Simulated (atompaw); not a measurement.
What one change does to a pseudopotential (niobium, PAW (atompaw))

```
Element                 : niobium (Nb)
Generator               : atompaw 4.2.0.5
Type                    : PAW
Functional              : PBEsol
Relativity              : scalar-relativistic
Frozen core             : [Kr]
Valence charge          : 5
Reference configuration : 4d2 5s0 5p0 (charge +3)
Partial waves           : 5s (bound, empty): rc 2.65 bohr; 5s channel at -1.5 Ry: rc 2.75 bohr; 5p (bound, empty): rc 2.75 bohr; 5p channel at 0.4 Ry: rc 2.75 bohr; 4d (bound): rc 2.50 bohr; 4d channel at 1.4 Ry: rc 2.75 bohr
Local potential         : troulliermartins scheme with l = 3 at 0 Ry, radius 1.85 bohr
Core correction         : smooth core density matched at 2.35 bohr
Augmentation charge     : besselshape compensation charge, radius 2.30 bohr; PAW radius 2.75 bohr; waves and projectors: custom rrkj gramschmidtortho
```

Change: local potential troulliermartins scheme with l = 3 at 0 Ry, radius 1.40 bohr.

Cutoffs: the cutoffs (Ry, on a coarse ladder) from which the occupation-weighted sum of valence levels, in a spherical-Bessel basis at the reference potential, stays within 10 and 1 mRy of its value at 400 Ry; they do not see the model core or the augmentation charge, which bear on the density cutoff.

Q: What does the change do?

A: The potential gets harder (15 Ry and 18 Ry → 15 Ry and 21 Ry); both files keep a bound ghost (p, s); the range in which the s phases agree widens (upper end 1.6 → 2.9).

```csv
quantity,base,changed
"cutoff, loose",15 Ry,15 Ry
"cutoff, tight",18 Ry,21 Ry
bound ghosts,"s, p","s, p"
s: phases at 2.75 bohr within 0.05 rad from the reference energy up to (Ry; the scan ends near 5),1.6,2.9
p: phases at 2.75 bohr within 0.05 rad from the reference energy up to (Ry; the scan ends near 5),2.9,2.2
d: phases at 2.75 bohr within 0.05 rad from the reference energy up to (Ry; the scan ends near 5),0.0,-0.2
lowest overlap eigenvalue by channel,"s 0.01, p 0.51, d 0.66","s 0.02, p 0.51, d 0.67"
```

 A true bound ghost makes a file unfit for plane-wave use even where its test errors are small: the radial tests pick states by their node count and pass the ghost by. The cutoffs see the waves, projectors and local potential, not the compensation charge or the core.
